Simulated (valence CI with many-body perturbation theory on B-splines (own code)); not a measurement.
## E1 transitions of Pr LII

Computed by valence CI with perturbative core correlation (CI+MBPT): six valence electrons over a frozen Dirac-Fock core [He], a basis of 9 s, 9 p, 8 d, 6 f, 3 g, 1 h functions for each j, with the one-electron correlation potential Σ1 (screened to all orders), the two-electron term Σ2, the three-electron term Σ3, Breit, model QED; selected single and double excitations, second order for the rest, scaled by the run's own slope (own B-spline code, finite nucleus).

No measured spectrum was set against this ion. As an estimate, large intervals hold to a few tenths of a per cent, small ones and those within an open d or f shell to about a per cent. Among the levels kept, up to 2400 cm⁻¹ of a level comes from second order outside the variational space, and about a tenth of that is noise between levels of different J, which matters for small intervals.

Lines 151 to 200 of 207 in falling wavelength, among levels below 6245.3 eV, chosen from the strongest by gf and those to the six lowest levels. Wavelengths and rates use the calculated energies. Electric multipoles are in the length gauge with retardation, E1 and E2 with the static RPA response of the core. Weak lines are less certain than strong ones. Lines between different terms over intervals too small for the method are left out, as are lines whose strength nearly cancels. The highest levels of a list are the least certain.

Levels are named by their leading jj configuration (3d3/2^4 stands for four electrons in 3d with j = 3/2), which in mixed levels can hold well under half, so a name can repeat and another be missing. Letters in brackets count levels of one name in rising energy.

| λ vac (Å) | Upper | Lower | A (s⁻¹) | S (a.u.) with core polarisation | S without |
| --- | --- | --- | --- | --- | --- |
| 2.310 | (2s^2 2p1/2 2p3/2^2 3p3/2) J=1 [c] | (2s 2p1/2^2 2p3/2^3) J=2 | 7.12e+12 | 1.30e-04 | 1.30e-04 |
| 2.308 | (2s^2 2p1/2 2p3/2^2 3s) J=2 [a] | (2s^2 2p1/2 2p3/2^3) J=1 | 1.01e+13 | 3.07e-04 | 3.06e-04 |
| 2.307 | (2s 2p1/2^2 2p3/2^2 3s) J=0 | (2s 2p1/2^2 2p3/2^3) J=1 | 3.88e+13 | 2.35e-04 | 2.35e-04 |
| 2.306 | (2s^2 2p1/2 2p3/2^2 3s) J=3 | (2s^2 2p1/2 2p3/2^3) J=2 | 1.30e+13 | 5.50e-04 | 5.50e-04 |
| 2.306 | (2s^2 2p1/2 2p3/2^2 3p3/2) J=2 [c] | (2s 2p1/2^2 2p3/2^3) J=2 | 7.77e+11 | 2.35e-05 | 2.34e-05 |
| 2.304 | (2s^2 2p1/2 2p3/2^2 3s) J=1 [a] | (2s^2 2p1/2 2p3/2^3) J=1 | 6.68e+13 | 1.21e-03 | 1.21e-03 |
| 2.303 | (2s^2 2p1/2 2p3/2^2 3s) J=2 [b] | (2s^2 2p1/2 2p3/2^3) J=2 | 7.06e+13 | 2.13e-03 | 2.12e-03 |
| 2.302 | (2s^2 2p1/2^2 2p3/2 3s) J=2 | (2s^2 2p1/2^2 2p3/2^2) J=2 | 3.72e+13 | 1.12e-03 | 1.12e-03 |
| 2.299 | (2s^2 2p1/2^2 2p3/2 3s) J=1 | (2s^2 2p1/2^2 2p3/2^2) J=2 | 6.37e+13 | 1.15e-03 | 1.14e-03 |
| 2.296 | (2s^2 2p1/2 2p3/2^2 3s) J=2 [b] | (2s^2 2p1/2 2p3/2^3) J=1 | 1.03e+13 | 3.07e-04 | 3.06e-04 |
| 2.290 | (2s 2p1/2^2 2p3/2^2 3s) J=1 [a] | (2s 2p1/2^2 2p3/2^3) J=2 | 1.51e+13 | 2.69e-04 | 2.69e-04 |
| 2.289 | (2s^2 2p1/2 2p3/2^2 3s) J=1 [b] | (2s^2 2p1/2 2p3/2^3) J=2 | 3.24e+13 | 5.76e-04 | 5.75e-04 |
| 2.287 | (2s 2p1/2^2 2p3/2^2 3s) J=2 [b] | (2s 2p1/2^2 2p3/2^3) J=2 | 3.10e+12 | 9.15e-05 | 9.13e-05 |
| 2.287 | (2s 2p1/2^2 2p3/2^2 3s) J=1 [b] | (2s 2p1/2^2 2p3/2^3) J=2 | 2.85e+13 | 5.04e-04 | 5.03e-04 |
| 2.283 | (2s^2 2p1/2 2p3/2^2 3s) J=0 | (2s^2 2p1/2 2p3/2^3) J=1 | 4.04e+13 | 2.38e-04 | 2.37e-04 |
| 2.282 | (2s^2 2p1/2 2p3/2^2 3s) J=1 [b] | (2s^2 2p1/2 2p3/2^3) J=1 | 6.65e+12 | 1.17e-04 | 1.17e-04 |
| 2.185 | (2s^2 2p1/2^2 2p3/2 3d3/2) J=1 | (2s^2 2p1/2^2 2p3/2^2) J=0 | 4.20e+13 | 6.49e-04 | 6.49e-04 |
| 2.183 | (2s^2 2p1/2 2p3/2^2 3d3/2) J=1 [a] | (2s^2 2p1/2 2p3/2^3) J=2 | 2.06e+13 | 3.17e-04 | 3.17e-04 |
| 2.182 | (2s^2 2p1/2 2p3/2^2 3d3/2) J=2 [a] | (2s^2 2p1/2 2p3/2^3) J=2 | 6.72e+12 | 1.72e-04 | 1.72e-04 |
| 2.181 | (2s^2 2p1/2 2p3/2^2 3d3/2) J=3 [a] | (2s^2 2p1/2 2p3/2^3) J=2 | 4.41e+12 | 1.58e-04 | 1.58e-04 |
| 2.177 | (2s 2p1/2^2 2p3/2^2 3p1/2) J=2 | (2s^2 2p1/2 2p3/2^3) J=2 | 1.02e+12 | 2.59e-05 | 2.59e-05 |
| 2.177 | (2s 2p1/2^2 2p3/2^2 3p1/2) J=3 | (2s^2 2p1/2 2p3/2^3) J=2 | 2.38e+12 | 8.48e-05 | 8.49e-05 |
| 2.176 | (2s^2 2p1/2 2p3/2^2 3d3/2) J=1 [a] | (2s^2 2p1/2 2p3/2^3) J=1 | 1.27e+13 | 1.94e-04 | 1.95e-04 |
| 2.176 | (2s^2 2p1/2 2p3/2^2 3d3/2) J=2 [a] | (2s^2 2p1/2 2p3/2^3) J=1 | 4.94e+12 | 1.25e-04 | 1.26e-04 |
| 2.175 | (2s^2 2p1/2 2p3/2^2 3d3/2) J=0 | (2s^2 2p1/2 2p3/2^3) J=1 | 1.12e+14 | 5.67e-04 | 5.67e-04 |
| 2.172 | (2s^2 2p1/2^2 2p3/2 3d3/2) J=2 | (2s^2 2p1/2^2 2p3/2^2) J=2 | 3.55e+13 | 8.97e-04 | 8.97e-04 |
| 2.171 | (2s 2p1/2^2 2p3/2^2 3p1/2) J=2 | (2s^2 2p1/2 2p3/2^3) J=1 | 1.38e+11 | 3.47e-06 | 3.47e-06 |
| 2.170 | (2s^2 2p1/2^2 2p3/2 3d3/2) J=3 | (2s^2 2p1/2^2 2p3/2^2) J=2 | 1.38e+12 | 4.87e-05 | 4.87e-05 |
| 2.170 | (2s^2 2p1/2 2p3/2^2 3d3/2) J=2 [b] | (2s^2 2p1/2 2p3/2^3) J=2 | 1.92e+11 | 4.84e-06 | 4.84e-06 |
| 2.169 | (2s^2 2p1/2 2p3/2^2 3d5/2) J=3 | (2s^2 2p1/2 2p3/2^3) J=2 | 1.98e+13 | 7.00e-04 | 7.00e-04 |
| 2.169 | (2s^2 2p1/2^2 2p3/2 3d3/2) J=1 | (2s^2 2p1/2^2 2p3/2^2) J=2 | 1.03e+14 | 1.56e-03 | 1.56e-03 |
| 2.169 | (2s^2 2p1/2 2p3/2^2 3d3/2) J=1 [b] | (2s^2 2p1/2 2p3/2^3) J=2 | 2.09e+13 | 3.15e-04 | 3.15e-04 |
| 2.168 | (2s^2 2p1/2 2p3/2^2 3d3/2) J=3 [b] | (2s^2 2p1/2 2p3/2^3) J=2 | 1.08e+12 | 3.79e-05 | 3.80e-05 |
| 2.163 | (2s^2 2p1/2 2p3/2^2 3d3/2) J=2 [b] | (2s^2 2p1/2 2p3/2^3) J=1 | 1.90e+12 | 4.75e-05 | 4.75e-05 |
| 2.162 | (2s^2 2p1/2^2 2p3/2 3d5/2) J=1 | (2s^2 2p1/2^2 2p3/2^2) J=0 | 5.26e+14 | 7.88e-03 | 7.88e-03 |
| 2.162 | (2s^2 2p1/2 2p3/2^2 3d3/2) J=1 [b] | (2s^2 2p1/2 2p3/2^3) J=1 | 9.89e+11 | 1.48e-05 | 1.48e-05 |
| 2.154 | (2s^2 2p1/2^2 2p3/2 3d5/2) J=2 | (2s^2 2p1/2^2 2p3/2^2) J=2 | 3.88e+14 | 9.57e-03 | 9.57e-03 |
| 2.149 | (2s^2 2p1/2^2 2p3/2 3d5/2) J=3 | (2s^2 2p1/2^2 2p3/2^2) J=2 | 8.54e+14 | 2.93e-02 | 2.93e-02 |
| 2.146 | (2s^2 2p1/2^2 2p3/2 3d5/2) J=1 | (2s^2 2p1/2^2 2p3/2^2) J=2 | 4.11e+13 | 6.02e-04 | 6.03e-04 |
| 2.125 | (2s^2 2p1/2 2p3/2^2 3s) J=1 [a] | (2s^2 2p1/2^2 2p3/2^2) J=0 | 3.99e+11 | 5.67e-06 | 5.67e-06 |
| 2.112 | (2s^2 2p1/2 2p3/2^2 3s) J=2 [a] | (2s^2 2p1/2^2 2p3/2^2) J=2 | 7.75e+12 | 1.80e-04 | 1.80e-04 |
| 2.109 | (2s^2 2p1/2 2p3/2^2 3s) J=1 [a] | (2s^2 2p1/2^2 2p3/2^2) J=2 | 1.87e+13 | 2.59e-04 | 2.58e-04 |
| 2.106 | (2s^2 2p1/2 2p3/2^2 3s) J=1 [b] | (2s^2 2p1/2^2 2p3/2^2) J=0 | 1.45e+13 | 2.01e-04 | 2.00e-04 |
| 2.104 | (2s^2 2p1/2 2p3/2^2 3s) J=3 | (2s^2 2p1/2^2 2p3/2^2) J=2 | 9.79e+12 | 3.15e-04 | 3.14e-04 |
| 2.102 | (2s^2 2p1/2 2p3/2^2 3s) J=2 [b] | (2s^2 2p1/2^2 2p3/2^2) J=2 | 7.26e+12 | 1.66e-04 | 1.66e-04 |
| 2.090 | (2s^2 2p1/2 2p3/2^2 3s) J=1 [b] | (2s^2 2p1/2^2 2p3/2^2) J=2 | 3.37e+11 | 4.56e-06 | 4.56e-06 |
| 2.015 | (2s^2 2p1/2 2p3/2^2 3d3/2) J=1 [a] | (2s^2 2p1/2^2 2p3/2^2) J=0 | 6.73e+12 | 8.16e-05 | 8.17e-05 |
| 2.003 | (2s^2 2p1/2 2p3/2^2 3d3/2) J=1 [b] | (2s^2 2p1/2^2 2p3/2^2) J=0 | 4.69e+12 | 5.58e-05 | 5.58e-05 |
| 2.001 | (2s^2 2p1/2 2p3/2^2 3d3/2) J=1 [a] | (2s^2 2p1/2^2 2p3/2^2) J=2 | 3.94e+13 | 4.68e-04 | 4.68e-04 |
| 2.001 | (2s^2 2p1/2 2p3/2^2 3d3/2) J=2 [a] | (2s^2 2p1/2^2 2p3/2^2) J=2 | 8.30e+13 | 1.64e-03 | 1.64e-03 |
